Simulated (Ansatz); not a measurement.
Isolated molecules relaxed with PBE0-D4/def2-TZVP in Ansatz; ΔE leaves out vibrations. CCSD(T)/CBS is the MP2 limit (def2-TZVPP, def2-QZVPP) plus CCSD(T) − MP2 in def2-TZVPP, frozen cores. This one scheme is used for every species. DFT in def2-TZVPP. One conformer a species, not always the lowest.

`CC(O)=S` + `B1CN[SiH2]1` → `CN1CB[SiH2]1` + `OC=S`  (substitution at a C–C bond)

```tsv
level	ΔE (eV)
ωB97M-V	0.75
SCS-MP2/def2-TZVPP	0.70
CCSD(T)/def2-TZVPP	0.70
CCSD/CBS(def2)	0.75
```

(1) What does CCSD(T)/CBS give? (Estimate.)

Largest T1 diagnostic among the species: 0.018.

## Answers

(1) Ansatz gave: +0.74 eV. The listed levels differ from it by 0.01, -0.04, -0.04, 0.01 eV.

From PBE to PBE0 (25 % exact exchange), in def2-TZVPP and without D4, ΔE moves by +0.05 eV. In def2-TZVPP, CCSD(T) changes the Hartree–Fock value by −0.07 eV (the triples alone add −0.01 eV) and MP2 by −0.04 eV.
